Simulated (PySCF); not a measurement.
# Reading the logs of faulty runs: BClGe2H5

Calculated results; nothing here was measured. The program is PySCF 2.14.0, an open-source quantum chemistry code, run on an isolated molecule that a program drew, which may never have been made. The molecule is BClGe2H5 (charge 0, doublet), drawn as the SMILES string `[Cl][GeH2][BH][GeH2]`.

Each row is a Hartree-Fock (HF) and frozen-core CCSD(T) single point in the cc-pV(D+d)Z basis, meant for a local HF minimum. Run 1 is clean. Each other run has one planted mistake out of seven kinds, and not every kind appears here: one electron removed, one electron added, multiplicity raised by two, geometry at a saddle point, minimal basis STO-3G, one bond length entered in bohr, all coordinates scaled. The reference is restricted for singlets and unrestricted otherwise, and also for a bond in bohr. Adding or removing an electron swaps singlet and doublet. Electrons count all cores. HOMO and LUMO are orbital energies over both spins, the gradient is its largest component, and the lowest frequency (negative if imaginary) is given only where the gradient is small. Bond lengths are over the 8 bonds as drawn. T1 is the CCSD diagnostic: over 0.02 (restricted) or 0.045 (unrestricted) a single reference is doubtful. Germanium has the cc-pVDZ-PP basis, with a core potential (ECP10MDF) in place of its 10 inner electrons, and its 3s, 3p and 3d shells are frozen in CCSD(T).

Geometry of the clean run:
```xyz
9
BClGe2H5, angstrom
Cl   -0.7661    2.1980    2.3791
Ge   -2.7445    1.8879    1.4743
B    -2.4225    1.3780   -0.5126
Ge   -3.1132   -0.3003   -1.3206
H    -3.4866    3.2126    1.6566
H    -3.4078    0.8139    2.3370
H    -1.7968    2.1239   -1.2056
H    -3.9205   -1.3449   -0.5576
H    -2.9149   -0.7049   -2.7769
```

```
run  electrons  basis functions  <S^2>  HOMO (eV)  LUMO (eV)  gradient (hartree/bohr)  lowest frequency (cm^-1)  mean bond (Å)  longest bond (Å)      T1  HF (hartree)  CCSD(T) (hartree)                          mistake
  1         91              108  0.759      -8.60      -0.22                  1.7e-05                        23         1.6954             2.197  0.0147   -1073.84668        -1074.31576                         no fault
  2         91              108  1.686      -8.09       0.28                  6.8e-03                         -         1.9163             3.754  0.0181   -1073.74159        -1074.17879  one bond length entered in bohr
  3         92              108  0.000      -1.77       6.51                  3.4e-02                         -         1.6954             2.197  0.0161   -1073.88169        -1074.39208                                ?
  4         90              108  0.000     -15.15      -7.09                  4.1e-02                         -         1.6954             2.197  0.0146   -1073.55897        -1074.00926                                ?
```

**Which mistake was planted in run 3, and what did it cost?**

It counts 92 electrons, one more than the clean run, at the same geometry and basis. So the mistake is: one electron added. Subtracting run 1 and multiplying by 627.51 kcal/mol a hartree, the energy moved by -22.0 kcal/mol in HF and -47.9 kcal/mol in CCSD(T).

**Which mistake was planted in run 4, and what did it cost?**

It counts 90 electrons, one fewer than the clean run, at the same geometry and basis. So the mistake is: one electron removed. Subtracting run 1 and multiplying by 627.51 kcal/mol a hartree, the energy moved by 180.5 kcal/mol in HF and 192.3 kcal/mol in CCSD(T).

